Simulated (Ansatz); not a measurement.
Complexes of V with 0 d electrons: PBE-D4/def2-SVP single points in Ansatz on relaxed structures, gas phase. Names give formal oxidation states. The structures are stationary points that may keep the symmetry of their start. Remarks come from the PBE and PBE0 runs and from stability tests at other levels; not every state was tested.

| species | atoms | state | geometry | HOMO (eV) | LUMO (eV) | gap (eV) | point group (within 0.1 Å) | remarks |
| --- | --- | --- | --- | --- | --- | --- | --- | --- |
| V(NH)F3 (VNF3H) | 6 | singlet | PBE-D4/def2-SVP | -7.63 | -3.99 | 3.65 | C3v | restricted SCF unstable in HF |
| VOCl3 (VCl3O) | 5 | singlet | PBE0-D4/def2-SVP | -8.13 | -4.99 | 3.13 | C3v | restricted SCF unstable in HF |
| V(NH)(OH)3 (VNO3H4) | 9 | singlet | PBE0-D4/def2-SVP | -6.57 | -2.03 | 4.53 | C3v | restricted SCF unstable in HF |

The gap (eV) runs from 3.13 (VOCl3) to 4.53 (V(NH)(OH)3).
